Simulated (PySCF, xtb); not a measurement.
AlCl2H3O2Si, SMILES [Al]([OH])([SiH](Cl)Cl)[OH]. One conformer was computed; it need not be the lowest.

Harmonic wavenumbers (cm⁻¹) from GFN2-xTB run with xtb at its own minimum, in rising order: 9, 54, 78, 121, 165, 181, 215, 368, 418, 461, 468, 493, 496, 501, 624, 635, 779, 983, 2122, 3757, 3761.

Task: What does PySCF with B3LYP-D3(BJ)/def2-SVP give at its own minimum? (An estimate is asked for; the answer gives what the named calculation found.)

Result: 12, 58, 79, 147, 196, 217, 245, 333, 371, 383, 508, 530, 548, 561, 749, 790, 821, 952, 2232, 3915, 3927. Paired by order, the mean absolute difference is 60 cm⁻¹ and the zero-point energies are 23.9 and 25.1 kcal/mol.
